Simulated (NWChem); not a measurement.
Species: C3H6BF; SMILES FB1CCC1

```xyz
11

F      0.1553    -1.9365     0.0000
B     -0.0357    -0.6233     0.0000
C     -0.1044     0.4556     1.1537
C      0.1408     1.4942     0.0000
C     -0.1044     0.4556    -1.1537
H      0.6220     0.4371     1.9734
H     -1.1037     0.5601     1.5964
H      1.1727     1.8587     0.0000
H     -0.5279     2.3608     0.0000
H      0.6220     0.4371    -1.9734
H     -1.1037     0.5601    -1.5964
```
Atoms are numbered in this order, from 1.

Level: B3LYP/6-31G* (spherical d) (NWChem), optimised geometry, unscaled harmonic frequencies. 

| frequency (cm⁻¹) | IR intensity (km/mol) |
|---|---|
| 69 | 0.9 |
| 300 | 1.5 |
| 376 | 2.5 |
| 533 | 0.3 |
| 572 | 1.9 |
| 722 | 6.1 |
| 831 | 6.5 |
| 905 | 0.5 |
| 923 | 4.6 |
| 928 | 0.2 |
| 996 | 16.8 |
| 1056 | 85.5 |
| 1139 | 14.4 |
| 1171 | 0.3 |
| 1224 | 5.2 |
| 1245 | 3.2 |
| 1293 | 26.0 |
| 1412 | 256.7 |
| 1451 | 21.8 |
| 1478 | 90.8 |
| 1526 | 25.4 |
| 3054 | 14.0 |
| 3057 | 14.6 |
| 3072 | 34.1 |
| 3101 | 3.0 |
| 3108 | 11.2 |
| 3127 | 44.4 |

| Item | Value |
|---|---|
| zero-point energy | 55.3 kcal/mol |
| thermal correction to the enthalpy at 298.15 K (with zero-point energy) | 59.1 kcal/mol |
| heat capacity Cv | 18.2 cal/(mol K) |
| entropy at 298.15 K and 1 atm (symmetry number 1) | 73.1 cal/(mol K) |
| dipole moment | 1.03 D |

Rigid rotor and harmonic oscillator; modes under 100 cm⁻¹ make the entropy uncertain.
